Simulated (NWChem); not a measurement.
System: C₃H₃BO₂; SMILES C#CB(O)C=O

The following NWChem deck was run.

```
start job
memory heap 200 mb stack 900 mb global 1100 mb
geometry units angstroms noautosym nocenter noautoz
  C      0.954448     2.351013     0.273292
  C      0.340698     1.321976     0.075135
  B     -0.439663     0.037184    -0.172127
  O     -1.797187    -0.006951    -0.198759
  C      0.286240    -1.373057    -0.421744
  O      1.497002    -1.516901    -0.431359
  H      1.510720     3.245962     0.446067
  H     -2.204569     0.860145    -0.044562
  H     -0.376691    -2.257327    -0.593575
end
basis spherical
  * library def2-svp
end
dft
  xc b3lyp
  iterations 150
  mulliken
end
task dft energy
esp
  recalculate
  probe 0.07
  range 0.3
  factor 1.0
  spacing 0.02
end
task esp
```

Output (shortened):

```
             Northwest Computational Chemistry Package (NWChem) 7.3.0
             --------------------------------------------------------

                             Geometry "geometry" -> ""
                             -------------------------

 Output coordinates in angstroms (scale by  1.889725989 to convert to a.u.)

  No.       Tag          Charge          X              Y              Z
 ---- ---------------- ---------- -------------- -------------- --------------
    1 C                    6.0000     0.95444800     2.35101300     0.27329200
    2 C                    6.0000     0.34069800     1.32197600     0.07513500
    3 B                    5.0000    -0.43966300     0.03718400    -0.17212700
    4 O                    8.0000    -1.79718700    -0.00695100    -0.19875900
    5 C                    6.0000     0.28624000    -1.37305700    -0.42174400
    6 O                    8.0000     1.49700200    -1.51690100    -0.43135900
    7 H                    1.0000     1.51072000     3.24596200     0.44606700
    8 H                    1.0000    -2.20456900     0.86014500    -0.04456200
    9 H                    1.0000    -0.37669100    -2.25732700    -0.59357500

 Effective nuclear repulsion energy (a.u.)     176.3702093711

                                 NWChem DFT Module
                                 -----------------

 Summary of "ao basis" -> "ao basis" (spherical)
 ------------------------------------------------------------------------------
       Tag                 Description            Shells   Functions and Types
 ---------------- ------------------------------  ------  ---------------------
 C                          def2-svp                 6       14   3s2p1d
 B                          def2-svp                 6       14   3s2p1d
 O                          def2-svp                 6       14   3s2p1d
 H                          def2-svp                 3        5   2s1p

            General Information
            -------------------
          SCF calculation type: DFT
          Wavefunction type:  closed shell.
          No. of atoms     :     9
          No. of electrons :    42
           Alpha electrons :    21
            Beta electrons :    21
          Charge           :     0
          Spin multiplicity:     1
          Use of symmetry is: off; symmetry adaption is: off
          Maximum number of iterations: 150
          AO basis - number of functions:    99
                     number of shells:    45
          Convergence on energy requested:  1.00D-06
          Convergence on density requested:  1.00D-05
          Convergence on gradient requested:  5.00D-04

              XC Information
              --------------
                         B3LYP Method XC Potential
                     Hartree-Fock (Exact) Exchange  0.200
                        Slater Exchange Functional  0.800 local
                    Becke 1988 Exchange Functional  0.720 non-local
              Lee-Yang-Parr Correlation Functional  0.810
                  VWN I RPA Correlation Functional  0.190 local

             Grid Information
             ----------------
          Grid used for XC integration:  medium
          Radial quadrature: Mura-Knowles
          Angular quadrature: Lebedev.
          Tag              B.-S. Rad. Rad. Pts. Rad. Cut. Ang. Pts.
          ---              ---------- --------- --------- ---------
          C                   0.70       49          12.0       434
          B                   0.85       49          10.0       434
          O                   0.60       49          12.0       434
          H                   0.35       45          13.0       434
          Grid pruning is: on
          Number of quadrature shells:   429
          Spatial weights used:  Erf1

      Superposition of Atomic Density Guess
      -------------------------------------

 Sum of atomic energies:        -288.25857103

      Non-variational initial energy
      ------------------------------

 Total energy =    -290.845863
 1-e energy   =    -740.523213
 2-e energy   =     273.307141
 HOMO         =      -0.290808
 LUMO         =      -0.109455

     ---------------------------------------------
      Total Density - Mulliken Population Analysis
     ---------------------------------------------

    Atom       Charge   Shell Charges
 -----------   ------   -------------------------------------------------------
    1 C    6     6.06   1.99  0.98  0.55  1.83  0.67  0.03
    2 C    6     6.16   1.99  1.00  0.40  2.00  0.75  0.03
    3 B    5     4.66   1.99  0.91  0.15  1.24  0.24  0.12
    4 O    8     8.48   1.99  1.11  0.56  3.05  1.76  0.01
    5 C    6     5.45   1.99  0.96  0.27  1.57  0.59  0.07
    6 O    8     8.69   1.99  1.13  0.69  3.02  1.83  0.01
    7 H    1     0.88   0.63  0.22  0.03
    8 H    1     0.65   0.52  0.07  0.06
    9 H    1     0.97   0.70  0.25  0.02

   convergence    iter        energy       DeltaE   RMS-Dens  Diis-err
 ---------------- ----- ----------------- --------- --------- ---------
 d= 0,ls=0.0,diis     1   -291.0331871309 -4.67D+02  1.88D-02  1.12D+00
 d= 0,ls=0.0,diis     2   -290.7457309947  2.87D-01  1.15D-02  4.19D+00
 d= 0,ls=0.0,diis     3   -291.1719980342 -4.26D-01  2.38D-03  6.86D-02
 d= 0,ls=0.0,diis     4   -291.1747071660 -2.71D-03  1.37D-03  3.97D-02
 d= 0,ls=0.0,diis     5   -291.1783598761 -3.65D-03  4.40D-04  2.88D-03
  Resetting Diis
 d= 0,ls=0.0,diis     6   -291.1786259517 -2.66D-04  1.52D-04  5.89D-04
 d= 0,ls=0.0,diis     7   -291.1787016469 -7.57D-05  1.07D-04  4.20D-05
 d= 0,ls=0.0,diis     8   -291.1786858613  1.58D-05  7.44D-05  1.71D-04
 d= 0,ls=0.0,diis     9   -291.1787060800 -2.02D-05  1.46D-05  3.86D-06
 d= 0,ls=0.0,diis    10   -291.1787066058 -5.26D-07  2.93D-06  1.88D-07

         Total DFT energy =     -291.178706605803
      One electron energy =     -745.064379619369
           Coulomb energy =      316.048035297091
    Exchange-Corr. energy =      -38.532571654667
 Nuclear repulsion energy =      176.370209371142

 Numeric. integr. density =       41.999999336236

                       DFT Final Molecular Orbital Analysis
                       ------------------------------------

 Vector   19  Occ=2.000000D+00  E=-3.094045D-01
              MO Center=  4.7D-01,  1.7D+00,  1.4D-01, r^2= 1.9D+00
   Bfn.  Coefficient  Atom+Function         Bfn.  Coefficient  Atom+Function
  ----- ------------  ---------------      ----- ------------  ---------------
    20      0.404038  2 C  pz                 6      0.398934  1 C  pz
    23      0.233305  2 C  pz                 9      0.228968  1 C  pz
    48     -0.172886  4 O  pz                51     -0.132286  4 O  pz
    19     -0.074422  2 C  py                 5     -0.073566  1 C  py
    34     -0.061404  3 B  pz                76     -0.047940  6 O  pz

 Vector   20  Occ=2.000000D+00  E=-3.032908D-01
              MO Center=  5.9D-01,  1.7D+00,  1.6D-01, r^2= 1.8D+00
   Bfn.  Coefficient  Atom+Function         Bfn.  Coefficient  Atom+Function
  ----- ------------  ---------------      ----- ------------  ---------------
     4      0.365572  1 C  px                18      0.359255  2 C  px
     5     -0.223288  1 C  py                 7      0.217831  1 C  px
    19     -0.194920  2 C  py                21      0.179397  2 C  px
     8     -0.140404  1 C  py                22     -0.111179  2 C  py
    75     -0.087944  6 O  py                46      0.087106  4 O  px

 Vector   21  Occ=2.000000D+00  E=-2.428999D-01
              MO Center=  8.6D-01, -1.4D+00, -4.2D-01, r^2= 1.9D+00
   Bfn.  Coefficient  Atom+Function         Bfn.  Coefficient  Atom+Function
  ----- ------------  ---------------      ----- ------------  ---------------
    75      0.540485  6 O  py                78      0.400656  6 O  py
    95      0.264113  9 H  s                 96      0.241133  9 H  s
    33     -0.222584  3 B  py                30     -0.208439  3 B  s
    61     -0.198626  5 C  py                59     -0.159425  5 C  s
    17      0.151162  2 C  s                 32      0.109071  3 B  px

 Vector   22  Occ=0.000000D+00  E=-9.211855D-02
              MO Center=  2.1D-01, -2.1D-01, -2.1D-01, r^2= 3.7D+00
   Bfn.  Coefficient  Atom+Function         Bfn.  Coefficient  Atom+Function
  ----- ------------  ---------------      ----- ------------  ---------------
    34      0.370875  3 B  pz                76      0.319145  6 O  pz
    79      0.298781  6 O  pz                62     -0.262506  5 C  pz
    37     -0.259163  3 B  pz                 9      0.252514  1 C  pz
    65     -0.241220  5 C  pz                 6      0.234244  1 C  pz
    48      0.226006  4 O  pz                51      0.213957  4 O  pz

 Vector   23  Occ=0.000000D+00  E=-3.938644D-03
              MO Center=  5.4D-01,  2.5D-01, -1.2D-01, r^2= 4.5D+00
   Bfn.  Coefficient  Atom+Function         Bfn.  Coefficient  Atom+Function
  ----- ------------  ---------------      ----- ------------  ---------------
     9      0.469957  1 C  pz                65      0.431850  5 C  pz
    23     -0.417654  2 C  pz                62      0.381824  5 C  pz
     6      0.307598  1 C  pz                79     -0.301646  6 O  pz
    76     -0.272133  6 O  pz                20     -0.259444  2 C  pz
    34      0.178040  3 B  pz                37     -0.132127  3 B  pz

 Vector   24  Occ=0.000000D+00  E= 3.515009D-03
              MO Center= -1.4D-01,  1.5D+00,  9.8D-02, r^2= 4.0D+00
   Bfn.  Coefficient  Atom+Function         Bfn.  Coefficient  Atom+Function
  ----- ------------  ---------------      ----- ------------  ---------------
    91      0.539667  8 H  s                  7      0.473434  1 C  px
    45     -0.428860  4 O  s                 21     -0.394626  2 C  px
     4      0.328351  1 C  px                22      0.313240  2 C  py
     8     -0.275695  1 C  py                18     -0.274394  2 C  px
    31      0.219020  3 B  s                  5     -0.184402  1 C  py

     ---------------------------------------------
      Total Density - Mulliken Population Analysis
     ---------------------------------------------

    Atom       Charge   Shell Charges
 -----------   ------   -------------------------------------------------------
    1 C    6     6.12   1.99  0.92  0.57  2.00  0.62  0.02
    2 C    6     5.85   1.99  0.93  0.39  2.04  0.50  0.02
    3 B    5     5.17   1.98  0.89  0.11  1.63  0.43  0.13
    4 O    8     8.07   1.99  1.09  0.53  2.90  1.55  0.01
    5 C    6     5.79   1.99  0.96  0.20  1.98  0.60  0.07
    6 O    8     8.21   1.99  1.11  0.69  2.81  1.60  0.02
    7 H    1     0.98   0.74  0.22  0.03
    8 H    1     0.80   0.68  0.05  0.07
    9 H    1     1.00   0.76  0.22  0.02

     -------------------------------------------
      Total Density - Lowdin Population Analysis
     -------------------------------------------

    Atom       Charge   Shell Charges
 -----------   ------   -------------------------------------------------------
    1 C    6     5.99   1.97  0.64  0.35  1.80  1.19  0.05
    2 C    6     6.05   1.97  0.65  0.34  1.84  1.20  0.05
    3 B    5     5.16   1.96  0.52  0.23  1.48  0.65  0.32
    4 O    8     7.93   1.97  0.85  0.55  2.70  1.84  0.02
    5 C    6     5.91   1.97  0.63  0.33  1.78  1.03  0.17
    6 O    8     8.11   1.97  0.94  0.65  2.68  1.84  0.03
    7 H    1     0.96   0.61  0.27  0.08
    8 H    1     0.88   0.55  0.16  0.17
    9 H    1     1.00   0.65  0.29  0.06

     Multipole analysis of the density
     ---------------------------------

     L   x y z        total         alpha         beta         nuclear
     -   - - -        -----         -----         ----         -------
     0   0 0 0     -0.000000    -21.000000    -21.000000     42.000000

     1   1 0 0     -0.880530     -4.047734     -4.047734      7.214938
     1   0 1 0      1.083190     -2.900991     -2.900991      6.885171
     1   0 0 1      0.187416      6.267018      6.267018    -12.346621

     2   2 0 0    -25.892751   -117.706866   -117.706866    209.520981
     2   1 1 0      2.097305      1.910506      1.910506     -1.723706
     2   1 0 1      0.658567      0.221922      0.221922      0.214723
     2   0 2 0    -21.539556   -171.017471   -171.017471    320.495387
     2   0 1 1      0.278633    -28.230417    -28.230417     56.739466
     2   0 0 2    -24.808113    -19.644832    -19.644832     14.481551

                     NWChem Electrostatic Potential Fit Module
                     -----------------------------------------

 Atom parameters

 Number of atoms is                                    9
 Number of basis functions is                         99

 Grid parameters

 Maximum number of grid points is                  39303
 Number of grid points is                          39302
 Grid range                                     0.300000 nm
 Grid spacing                                   0.020000 nm
 Probe radius                                   0.070000 nm
 Atom radius factor                             1.000000

 Atomic radii

    1    0.100000
    5    0.158000
    6    0.147000
    8    0.136000
 FASTESP  F
  using M.O. file = ./job.movecs

    Atom              Coordinates                           Charge

                                                  ESP

    1 C     0.095445    0.235101    0.027329   -0.219049
    2 C     0.034070    0.132198    0.007514   -0.235831
    3 B    -0.043966    0.003718   -0.017213    0.507330
    4 O    -0.179719   -0.000695   -0.019876   -0.634756
    5 C     0.028624   -0.137306   -0.042174    0.347380
    6 O     0.149700   -0.151690   -0.043136   -0.422391
    7 H     0.151072    0.324596    0.044607    0.247953
    8 H    -0.220457    0.086015   -0.004456    0.429840
    9 H    -0.037669   -0.225733   -0.059358   -0.020475
                                            ------------
                                                0.000000

 Dipole moment                                  1.424904

 Quadrupole moment Qxx                         -7.299751
                   Qyy                          6.543820
                   Qzz                          0.755931

 RMS deviation kJ/mol                           0.053534

 RRMS %                                        18.919399
```

Level: B3LYP/def2-SVP. The geometry was optimised at B3LYP/6-31G* (spherical d).
